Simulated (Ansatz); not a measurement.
A made-up structure of AlBH$_{4}$Se, closed shell:

B1  (-1.512, 0.004, -0.552)
Se2  (-0.776, 0.412, 1.177)
Al3  (1.456, 0.019, 0.613)
H4  (2.013, -1.062, -0.299)
H5  (-2.695, 0.096, -0.671)
H6  (2.534, 0.230, 1.750)
H7  (1.801, -0.436, -0.860)
(Å)

It is relaxed with PBE-D4/def2-SVP and then PBE0-D4/def2-TZVP (Ansatz 0.2.0). Atoms count as bonded within 1.22 times the sum of their covalent radii (H–H: 0.88 Å). The end point is not checked to be a true minimum.

Question: Does its bonding change? (A judgement: the text doesn't fix the answer.)

Answer: Computed: Yes. Formed: B1–Al3; broken: Al3–H4, Al3–H7.

Where it ends: The first stage lowers the energy by 3.81 eV in 14 steps. It ends as a complex of AlBH₂Se ([BH]1[AlH][Se]1) + H₂:
```
7
angstrom
B -1.0156 0.4356 -0.1408
Se -1.0214 -0.5734 1.5148
Al 0.8601 0.4840 0.5825
H 2.1193 -1.3023 -0.3028
H -1.9446 0.6421 -0.8513
H 2.2967 0.8234 1.1253
H 1.5274 -1.2463 -0.7707
```

Labels in which every atom is bracketed show which atoms are joined, not bond orders.

For scale, one of the runs: PBE0-D4/def2-TZVP relaxation, 140 basis functions, launched by `ansatz run in.yaml --threads 2 --pin off --events-out ev --progress --plain --max-ram 4352MiB`. Hardware: 2 CPU threads of an Arm Neoverse V1, shared host. Wall time about 41 s.
